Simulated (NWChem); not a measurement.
BNH4O; SMILES B(O)N

```xyz
7

B     -0.4972    -0.0535     0.0000
H     -1.7071    -0.0715     0.0000
O      0.1342    -1.2641     0.0000
H      1.0944    -1.2036     0.0000
N      0.1698     1.1849     0.0000
H     -0.3387     2.0574     0.0000
H      1.1747     1.3041     0.0000
```
Atoms are numbered in this order, from 1.

Program: NWChem. Pople sets run with spherical d functions. Coordinates come from a PBE0/def2-SVP optimisation. Ions are spin-unrestricted doublets at the neutral geometry. Hybrids' shares of exact exchange are those that their runs print; pure functionals count as 0. The functionals differ in more than this share.

| row | share of exact exchange | ΔSCF ionisation energy minus −ε(HOMO) (eV) |
|---|---|---|
| PBE/6-31G* | 0.00 | 4.06 |
| B3LYP/6-31G* | 0.20 | 3.00 |
| PBE0/6-31G* | 0.25 | withheld |
| M06-2X/6-31G* | 0.54 | 1.50 |

Task: Fit a straight line of the last column on the one before it, predict the withheld value, and compare with the run.

Result: 
1. Means of the 3 shown rows: x = 0.247, y = 2.853. Slope Σ(x − x̄)(y − ȳ)/Σ(x − x̄)² = -0.7015/0.1491 = -4.706; intercept 4.014.
2. The shown rows scatter about the line by 0.052 (root mean square); the largest residual is -0.07, at B3LYP/6-31G*.
3. At x = 0.25 (PBE0/6-31G*; inside the shown range) the line gives 2.84.
4. The run gives 2.68, -0.16 from the line, 3.1 times the scatter. The line crosses zero at a share of 0.85, outside the shown range.
